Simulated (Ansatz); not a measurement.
`CBOCC` → `CBO` + ethylene at 400 K and 1 bar (alkene loss).

Program: Ansatz. Geometries: PBE0-D4/def2-TZVP. ΔE: electronic, gas phase. CBS: MP2 limit from def2 TZ/QZ plus the TZ coupled-cluster correction, frozen cores. This one scheme is used for every species. Each species was taken in one conformer, which may not be the lowest.

| species | CCSD(T)/CBS energy (Eh) | H − E (kJ/mol) | S (J/(mol·K)) |
| --- | --- | --- | --- |
| `CBOCC` | -219.59220 | 349.9 | 377.2 |
| `CBO` | -141.08489 | 189.7 | 293.8 |
| `C=C` | -78.48111 | 149.4 | 232.7 |

H − E and S are ideal-gas, rigid-rotor, harmonic terms from PBE0-D4/def2-TZVP, for one conformer and one mirror image of each species. 1 Eh = 2625.50 kJ/mol, R = 8.31446 J/(mol·K).

Q: By hand: ΔE, ΔH, ΔS and ΔG.

A: ΔE = (-141.08489) + (-78.48111) − (-219.59220) = 0.02620 Eh = 68.8 kJ/mol. Δ(H − E) = 189.7 + 149.4 − 349.9 = -10.8, so ΔH = 58.0 kJ/mol. ΔS = 293.8 + 232.7 − 377.2 = 149.3 J/(mol·K). ΔG = 58.0 − 400 × (149.3)/1000 = -1.7 kJ/mol.

Q: By hand: the equilibrium constant, and the temperature at which ΔG would vanish if ΔH and ΔS stayed fixed.

A: log₁₀ K = −ΔG/(RT ln 10) = 0.2. ΔG = 0 at ΔH/ΔS = 388 K.

The number of gas molecules changes by +1, which sets the sign of ΔS. The sign of ΔG lies within the doubt. A doubt of 5 kJ/mol in ΔE shifts log₁₀ K by 0.7 here. Other conformers and mirror images would add mixing entropy, several J/(mol·K) or more a flexible species. Modes under 60 cm⁻¹, often nearly free rotors, make the harmonic entropy too high. These are equilibria of isolated gas molecules and say nothing of rates. Largest T1 diagnostic: 0.012 (customary marks: 0.02 for closed shells, 0.045 for open ones).
